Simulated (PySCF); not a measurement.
Isomers of C6H15NSi, from PySCF 2.14.0, PBE0-D3(BJ)/def2-SVP geometry optimisation, gas phase. One conformer each, no zero-point energy, no frequencies.

Task: Which is lowest in electronic energy at this level?
A. `[CH3:1]/[N:2]=[CH:3]\[SiH2:4][C:5]([CH3:6])([CH3:7])[CH3:8]` with N2–C3–Si4–C5 179°: A = 3313, B = 836.3, C = 794.1 MHz, dipole 1.38 D
B. `[NH2:1][CH2:2][C@@H:3]1[CH2:4][CH2:5][CH2:6][SiH2:7][CH2:8]1` with H–N1–C2–C3 -79° and 163°, N1–C2–C3–C4 63°, C2–C3–C4–C5 172°, C3–C4–C5–C6 66°, C4–C5–C6–Si7 -56°, C5–C6–Si7–C8 44°: A = 2769, B = 1134, C = 919.0 MHz, dipole 2.15 D
C. `[CH3:1][CH:2]([CH3:3])[C@@H:4]1[CH2:5][NH:6][SiH2:7][CH2:8]1` with C1–C2–C4–C5 -54°, C2–C4–C5–N6 -166°, C4–C5–N6–Si7 26°, C5–N6–Si7–C8 -4°, N6–Si7–C8–C4 -18°: A = 3321, B = 1040, C = 835.1 MHz, dipole 0.98 D

Result: C. That is `CC(C)[C@@H]1CN[SiH2]C1`, 8.8 kcal/mol below the next.

| SMILES | mapped SMILES | E (Eh) | relative (kcal/mol) | relative (kJ/mol) | dipole (D) |
| --- | --- | --- | --- | --- | --- |
| CC(C)[C@@H]1CN[SiH2]C1 | [CH3:1][CH:2]([CH3:3])[C@@H:4]1[CH2:5][NH:6][SiH2:7][CH2:8]1 | -581.18357 | 0.0 | 0.0 | 0.98 |
| NC[C@@H]1CCC[SiH2]C1 | [NH2:1][CH2:2][C@@H:3]1[CH2:4][CH2:5][CH2:6][SiH2:7][CH2:8]1 | -581.16947 | 8.8 | 37.0 | 2.15 |
| C/N=C\[SiH2]C(C)(C)C | [CH3:1]/[N:2]=[CH:3]\[SiH2:4][C:5]([CH3:6])([CH3:7])[CH3:8] | -581.12363 | 37.6 | 157.4 | 1.38 |

As drawn, the lowest has an N–H bond, which the highest lacks; the highest has a C=N bond, which the lowest lacks.
